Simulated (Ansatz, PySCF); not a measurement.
Species: sum formula GeOF2 (charge 0, singlet). 
Structure (B3LYP-D3(BJ)/def2-TZVP (Ansatz, a first-principles code) minimum search):
```xyz
4

Ge    -0.0848    -0.0744    -0.0053
O     -1.3074    -1.1470    -0.0820
F     -0.0264     1.5490    -0.5516
F      1.4900    -0.2650     0.6433
```
Charge 0, spin multiplicity 1.

Dipole moments at this geometry, in debye (magnitudes).

```json
[
 {"level": "SVWN5/def2-TZVPD", "program": "Ansatz", "dipole (D)": "1.33"},
 {"level": "revPBE/def2-TZVPD", "program": "Ansatz", "dipole (D)": "1.38"},
 {"level": "B97M-V/def2-TZVPD", "program": "Ansatz", "dipole (D)": "1.44"},
 {"level": "PBE0/def2-TZVPD", "program": "Ansatz", "dipole (D)": "1.52"},
 {"level": "BHLYP/def2-TZVPD", "program": "Ansatz", "dipole (D)": "1.64"},
 {"level": "TPSSh/def2-TZVPD", "program": "PySCF", "dipole (D)": "1.44"},
 {"level": "r2SCANh/def2-TZVPD", "program": "Ansatz", "dipole (D)": "1.48"},
 {"level": "r2SCAN0/def2-TZVPD", "program": "Ansatz", "dipole (D)": "1.56"},
 {"level": "M06-2X/def2-TZVPD", "program": "PySCF", "dipole (D)": "1.70"},
 {"level": "HSE06/def2-TZVPD", "program": "Ansatz", "dipole (D)": "1.52"},
 {"level": "CAM-B3LYP/def2-TZVPD", "program": "Ansatz", "dipole (D)": "1.55"},
 {"level": "wB97X-V/def2-TZVPD", "program": "Ansatz", "dipole (D)": "1.64"},
 {"level": "CCSD(T)/aug-cc-pVDZ", "program": "Ansatz", "dipole (D)": "[?]"}
]
```

Problem. Some entries are withheld; supply them.

Solution. 
- CCSD(T)/aug-cc-pVDZ, dipole (D): 1.41
